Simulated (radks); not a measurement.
Results of a calculation; reference values are marked as such.
Problem. These are the eigenvalues of the occupied orbitals of an atom or ion with whole-number occupations (eV). Level of theory: Dirac Kohn-Sham, LDA (Slater exchange, Perdew-Wang correlation), spin-unpolarised, spherical densities, finite nucleus; Fermi nuclear charge, rms radius of each element as measured or else 0.836 A^(1/3) + 0.57 fm (a radial shooting solver on a logarithmic mesh with Libxc functionals).

| orbital | eigenvalue |
|---|---|
| 1s1/2 | -76022.97 |
| 2s1/2 | -13375.77 |
| 2p1/2 | -12825.27 |
| 2p3/2 | -11199.55 |
| 3s1/2 | -3205.248 |
| 3p1/2 | -2957.145 |
| 3p3/2 | -2601.208 |
| 3d3/2 | -2183.971 |
| 3d5/2 | -2106.964 |
| 4s1/2 | -762.2038 |
| 4p1/2 | -657.3584 |
| 4p3/2 | -572.8831 |
| 4d3/2 | -400.2707 |
| 4d5/2 | -384.5730 |
| 5s1/2 | -195.7895 |
| 4f5/2 | -164.5009 |
| 5p1/2 | -161.6178 |
| 4f7/2 | -161.3473 |
| 5p3/2 | -146.5350 |
| 5d3/2 | -97.5840 |

Which element is it, and in what charge state? The configuration may be excited. Open shells, if any, fill j = l - 1/2 first.

Solution. Z = 77, iridium, charge +7: Ir7+ in [Xe] 4f14 5d2. The list shows which subshells hold electrons but not how many an open one holds; the 1s level, -2793.8 hartree, gives Z - s = 74.8 by -(Z - s)^2/2, which with screening and relativity narrows Z to a few neighbours, and the depths of the outer levels then fix element, charge and occupations together.
